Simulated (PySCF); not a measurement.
Ru(MeCp)2, C12H14Ru, singlet (GFN2-xTB optimised geometry):

```
27

Ru    -0.690     0.575     0.000
C      2.516    -0.481    -0.409
C      1.533     0.575     0.000
C      1.066     0.818     1.326
C      0.326     2.035     1.326
C      0.327     2.549     0.000
C      1.067     1.648    -0.818
H      3.534    -0.117    -0.252
H      2.403    -0.730    -1.462
H      2.384    -1.385     0.183
H      1.358     0.257     2.205
H     -0.041     2.551     2.204
H     -0.039     3.521    -0.302
H      1.359     1.824    -1.845
C     -0.913    -2.772    -0.561
C     -1.559    -1.424    -0.440
C     -1.858    -0.537    -1.517
C     -2.663     0.526    -1.016
C     -2.862     0.305     0.375
C     -2.179    -0.893     0.731
H     -1.669    -3.521    -0.803
H     -0.438    -3.060     0.375
H     -0.165    -2.776    -1.352
H     -1.641    -0.726    -2.561
H     -3.157     1.280    -1.614
H     -3.534     0.863     1.014
H     -2.248    -1.399     1.686
```

Level of theory: CAM-B3LYP/def2-SVP, def2 effective core potentials past Kr (PySCF).

Question: What are the frontier orbital energies and the dipole moment?

Answer: HOMO-2 -7.36 eV, HOMO-1 -7.02 eV, HOMO -7.00 eV, LUMO 1.54 eV, LUMO+1 1.57 eV; dipole moment 0.69 D.

On the same geometry PBE/def2-SVP, def2 effective core potentials past Kr (PySCF) gives HOMO-2 -4.47 eV, HOMO-1 -4.44 eV, HOMO -4.41 eV, LUMO -0.81 eV, LUMO+1 -0.75 eV; dipole moment 0.75 D.
